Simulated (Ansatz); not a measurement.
```yaml
crystal:
  periodic: [false, false, false]
  atoms:
    - {symbol: C, position_ang: [-2.684200, 0.528546, 1.735574]}
    - {symbol: S, position_ang: [-0.599992, 0.882488, 0.936196]}
    - {symbol: B, position_ang: [-0.296045, -0.861977, -0.449915]}
    - {symbol: O, position_ang: [1.147614, -1.051954, -1.307063]}
    - {symbol: Si, position_ang: [2.917313, 0.007948, -1.448633]}
    - {symbol: H, position_ang: [-3.211487, -0.590783, 1.168036]}
    - {symbol: H, position_ang: [-2.627749, 0.372702, 3.086892]}
    - {symbol: H, position_ang: [-3.465898, 1.602867, 1.438193]}
    - {symbol: H, position_ang: [-1.392937, -1.869645, -0.613320]}
    - {symbol: H, position_ang: [3.703552, 0.156609, 0.225527]}
    - {symbol: H, position_ang: [4.019384, -0.944110, -2.590589]}
    - {symbol: H, position_ang: [2.586697, 1.698309, -2.138522]}
basis:
  gaussian: {orbitals: aug-pcseg-2, point_charges: [{charge: 0.50, position_ang: [8.125, -0.848, 0.528]}]}
magnetization: {spin_polarized: true, initial_magnetization: 0}
hamiltonian: {xc: {name: rPW86-PBE}, dispersion: rvv10}
scf: {lower_state_search: light}
outputs: {forces: true}
```

```sh
$ ansatz run in.yaml --threads 4 --pin off --events-out ev --progress --plain --max-ram 10444MiB
```

Output, abridged:

```
Error: YAML parse error: error: line 21 column 1: unknown field `outputs`, expected one of crystal, accuracy, basis, kpoints, hamiltonian, magnetization, projection, total_charge, correlation, batch, efield, external_charges, scf, relax, neb, saddle, md, ramp, phonons, dielectric, real_time, elastic, magnetic_configurations, gw, evaluate, workflow, output, checkpoint, execution
19 | hamiltonian: {xc: {name: rPW86-PBE}, dispersion: rvv10}
20 | scf: {lower_state_search: light}
21 | outputs: {forces: true}
```

In this input the input holds a key that doesn't belong there. The program refused the input.
